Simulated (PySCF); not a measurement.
ClCu, charge -1, doublet, at a GFN2-xTB geometry of the parent state (such geometries of metal compounds can be far from the true shape) (a state made from the parent by changing its charge; the spin is typed, not shown lowest); HF/6-31G* (PySCF).

Input for PySCF:
```python
from pyscf import gto, scf

mol = gto.Mole()
mol.atom = '''
    Cu   -0.00000000   -0.00000000   -0.75781346
    Cl    0.00000000    0.00000000    1.29274060
'''
mol.basis = '6-31g*'
mol.charge = -1
mol.spin = 1
mol.verbose = 4
mol.build()

mf = scf.UHF(mol)
mf.kernel()
```

Problem. Predict the main parts of the log of this PySCF run.

Solution. 
```
PySCF version 2.14.0

[INPUT] verbose = 4
[INPUT] num. atoms = 2
[INPUT] num. electrons = 47
[INPUT] charge = -1
[INPUT] spin (= nelec alpha-beta = 2S) = 1
[INPUT] symmetry False subgroup None
[INPUT] Mole.unit = angstrom
[INPUT] Symbol           X                Y                Z      unit          X                Y                Z       unit  Magmom
[INPUT]  1 Cu     0.000000000000   0.000000000000  -0.757813460000 AA    0.000000000000   0.000000000000  -1.432059892909 Bohr   0.0
[INPUT]  2 Cl     0.000000000000   0.000000000000   1.292740600000 AA    0.000000000000   0.000000000000   2.442925684106 Bohr   0.0

nuclear repulsion = 127.226279995544
number of shells = 20
number of NR pGTOs = 148
number of NR cGTOs = 52
basis = 6-31g*
ecp = {}

******** <class 'pyscf.scf.uhf.UHF'> ********
method = UHF
initial guess = minao
damping factor = 0
level_shift factor = 0
DIIS = <class 'pyscf.scf.diis.CDIIS'>
diis_start_cycle = 1
diis_space = 8
diis_damp = 0
SCF conv_tol = 1e-09
SCF conv_tol_grad = None
SCF max_cycles = 50
direct_scf = True
direct_scf_tol = 1e-13
number electrons alpha = 24  beta = 23
Set gradient conv threshold to 3.16228e-05
init E= -2097.69195669957

cycle= 1 E= -2098.09675086805  delta_E= -0.405  |g|= 0.208  |ddm|=  1.2
cycle= 2 E= -2098.13516295378  delta_E= -0.0384  |g|= 0.0918  |ddm|= 0.529
cycle= 3 E= -2098.14178913642  delta_E= -0.00663  |g|= 0.0282  |ddm|= 0.169
cycle= 4 E= -2098.14447481474  delta_E= -0.00269  |g|= 0.0138  |ddm|= 0.194
cycle= 5 E= -2098.14520300404  delta_E= -0.000728  |g|= 0.009  |ddm|= 0.087
cycle= 6 E= -2098.14549944472  delta_E= -0.000296  |g|= 0.00953  |ddm|= 0.0298
cycle= 7 E= -2098.14592652309  delta_E= -0.000427  |g|= 0.00827  |ddm|= 0.0479
cycle= 8 E= -2098.146568876  delta_E= -0.000642  |g|= 0.00793  |ddm|= 0.0806
cycle= 9 E= -2098.14970909477  delta_E= -0.00314  |g|= 0.0284  |ddm|= 0.317
cycle= 10 E= -2098.1482037426  delta_E= 0.00151  |g|= 0.024  |ddm|= 0.121
cycle= 11 E= -2098.14671106325  delta_E= 0.00149  |g|= 0.0236  |ddm|= 0.172
cycle= 12 E= -2098.14610583697  delta_E= 0.000605  |g|= 0.0261  |ddm|= 0.0777
cycle= 13 E= -2098.14717554369  delta_E= -0.00107  |g|= 0.0235  |ddm|= 0.141
cycle= 14 E= -2098.1476637143  delta_E= -0.000488  |g|= 0.0255  |ddm|= 0.0602
cycle= 15 E= -2098.14767860736  delta_E= -1.49e-05  |g|= 0.0256  |ddm|= 0.00302
cycle= 16 E= -2098.14747450409  delta_E= 0.000204  |g|= 0.0243  |ddm|= 0.0239
cycle= 17 E= -2098.14814385804  delta_E= -0.000669  |g|= 0.0276  |ddm|= 0.0743
cycle= 18 E= -2098.14774217307  delta_E= 0.000402  |g|= 0.027  |ddm|= 0.0426
cycle= 19 E= -2098.14773390932  delta_E= 8.26e-06  |g|= 0.0267  |ddm|= 0.00135
cycle= 20 E= -2098.14685198555  delta_E= 0.000882  |g|= 0.0251  |ddm|= 0.107
cycle= 21 E= -2098.14767123407  delta_E= -0.000819  |g|= 0.0266  |ddm|= 0.0975
cycle= 22 E= -2098.14681101447  delta_E= 0.00086  |g|= 0.024  |ddm|= 0.107
cycle= 23 E= -2098.14683211226  delta_E= -2.11e-05  |g|= 0.0236  |ddm|= 0.0061
cycle= 24 E= -2098.14628925249  delta_E= 0.000543  |g|= 0.0256  |ddm|= 0.07
cycle= 25 E= -2098.14781472805  delta_E= -0.00153  |g|= 0.0272  |ddm|= 0.193
cycle= 26 E= -2098.14727317535  delta_E= 0.000542  |g|= 0.0239  |ddm|= 0.0642
cycle= 27 E= -2098.1472108248  delta_E= 6.24e-05  |g|= 0.0241  |ddm|= 0.00733
cycle= 28 E= -2098.14764291868  delta_E= -0.000432  |g|= 0.0238  |ddm|= 0.0512
cycle= 29 E= -2098.14697633379  delta_E= 0.000667  |g|= 0.0212  |ddm|= 0.0872
cycle= 30 E= -2098.14730281274  delta_E= -0.000326  |g|= 0.0241  |ddm|= 0.0462
cycle= 31 E= -2098.14751455548  delta_E= -0.000212  |g|= 0.0253  |ddm|= 0.0264
cycle= 32 E= -2098.1453479098  delta_E= 0.00217  |g|= 0.032  |ddm|= 0.264
cycle= 33 E= -2098.14730859305  delta_E= -0.00196  |g|= 0.0234  |ddm|= 0.238
cycle= 34 E= -2098.14791787584  delta_E= -0.000609  |g|= 0.0242  |ddm|= 0.0685
cycle= 35 E= -2098.1469095788  delta_E= 0.00101  |g|= 0.0222  |ddm|= 0.119
cycle= 36 E= -2098.14705780525  delta_E= -0.000148  |g|= 0.0223  |ddm|= 0.0191
cycle= 37 E= -2098.14712681229  delta_E= -6.9e-05  |g|= 0.0222  |ddm|= 0.00918
cycle= 38 E= -2098.14679304718  delta_E= 0.000334  |g|= 0.0241  |ddm|= 0.0417
cycle= 39 E= -2098.14694616772  delta_E= -0.000153  |g|= 0.0214  |ddm|= 0.0201
cycle= 40 E= -2098.15071005808  delta_E= -0.00376  |g|= 0.0369  |ddm|= 0.335
cycle= 41 E= -2098.14712797023  delta_E= 0.00358  |g|= 0.0219  |ddm|= 0.314
cycle= 42 E= -2098.14661865763  delta_E= 0.000509  |g|= 0.0226  |ddm|= 0.0683
cycle= 43 E= -2098.146635737  delta_E= -1.71e-05  |g|= 0.0232  |ddm|= 0.00728
cycle= 44 E= -2098.1466477006  delta_E= -1.2e-05  |g|= 0.0234  |ddm|= 0.00354
cycle= 45 E= -2098.14674621406  delta_E= -9.85e-05  |g|= 0.0229  |ddm|= 0.013
cycle= 46 E= -2098.14616834688  delta_E= 0.000578  |g|= 0.0241  |ddm|= 0.0748
cycle= 47 E= -2098.14756481227  delta_E= -0.0014  |g|= 0.0277  |ddm|= 0.182
cycle= 48 E= -2098.14801772957  delta_E= -0.000453  |g|= 0.025  |ddm|= 0.0468
cycle= 49 E= -2098.14807758328  delta_E= -5.99e-05  |g|= 0.0253  |ddm|= 0.0151
cycle= 50 E= -2098.14763161018  delta_E= 0.000446  |g|= 0.0205  |ddm|= 0.052
SCF not converged.
SCF energy = -2098.14763161018 after 50 cycles  <S^2> = 0.78107946  2S+1 = 2.0308417
```

The run did not converge; its last values are not results.
